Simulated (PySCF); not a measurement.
Atoms are numbered as in `[CH3:1][SiH2:2][C@@H:3]1[CH2:4][CH2:5][Si@H:6]1[NH2:7]`. Hydrogens are named by the atom that carries them. Ha(C4), Ha(C5) are cis to Si2 on the ring; Ha(Si2) is pro-R; Hb(Si2) is pro-S; Hb(C4), Hb(C5) are trans to Si2 on the ring.

- NMR shieldings at PBE0/pcSseg-1/GIAO
- geometry: GFN2-xTB
- program: PySCF
- single conformer, no relativistic terms, one averaged value for each set of equivalent atoms, in vacuum

Question: Predict the 2D correlation tables (HSQC, COSY, HMBC).

Answer: 

HSQC (one-bond C–H):
```
           δH         δC
2.03 (Hb(C4))  19.1 (C4)
1.64 (Ha(C5))  27.0 (C5)
1.61 (Hb(C5))  27.0 (C5)
1.54 (Ha(C4))  19.1 (C4)
 1.43 (H(C3))  21.0 (C3)
 0.08 (H(C1))  -6.8 (C1)
```

COSY cross peaks (H two or three bonds apart, from the bond graph; peaks can be absent where the dihedral angle is near 90°):
```
            δH              δH
 5.07 (H(Si6))   1.64 (Ha(C5))
 5.07 (H(Si6))   1.61 (Hb(C5))
 5.07 (H(Si6))    1.43 (H(C3))
4.31 (Ha(Si2))  4.14 (Hb(Si2))
4.31 (Ha(Si2))    1.43 (H(C3))
4.31 (Ha(Si2))    0.08 (H(C1))
4.14 (Hb(Si2))    1.43 (H(C3))
4.14 (Hb(Si2))    0.08 (H(C1))
 2.03 (Hb(C4))   1.64 (Ha(C5))
 2.03 (Hb(C4))   1.61 (Hb(C5))
 2.03 (Hb(C4))   1.54 (Ha(C4))
 2.03 (Hb(C4))    1.43 (H(C3))
 1.64 (Ha(C5))   1.61 (Hb(C5))
 1.64 (Ha(C5))   1.54 (Ha(C4))
 1.61 (Hb(C5))   1.54 (Ha(C4))
 1.54 (Ha(C4))    1.43 (H(C3))
```

HMBC (two and three bonds, from the bond graph):
```
            δH                               δC
 5.07 (H(Si6))  27.0 (C5), 21.0 (C3), 19.1 (C4)
4.31 (Ha(Si2))  21.0 (C3), 19.1 (C4), -6.8 (C1)
4.14 (Hb(Si2))  21.0 (C3), 19.1 (C4), -6.8 (C1)
 2.03 (Hb(C4))             27.0 (C5), 21.0 (C3)
 1.64 (Ha(C5))             21.0 (C3), 19.1 (C4)
 1.61 (Hb(C5))             21.0 (C3), 19.1 (C4)
 1.54 (Ha(C4))             27.0 (C5), 21.0 (C3)
  1.43 (H(C3))  27.0 (C5), 19.1 (C4), -6.8 (C1)
  0.08 (H(C1))                        21.0 (C3)
```

Chemical shifts δ = σref − σ; 1H (σ = 31.72 ppm), 13C (σ = 186.93 ppm) vs TMS, all at this level.

The OH or NH signal is concentration- and solvent-dependent in practice; the value given is the gas-phase one. Shifts are as computed. Against solution values, carbons near 30 ppm lie about +3 ppm off and those near 130 ppm about +5 ppm. Of 1211 compounds with measured shifts, 218 miss one by over three times the rms of a fit or turn the order of signals round; such compounds aren't used in these exercises.
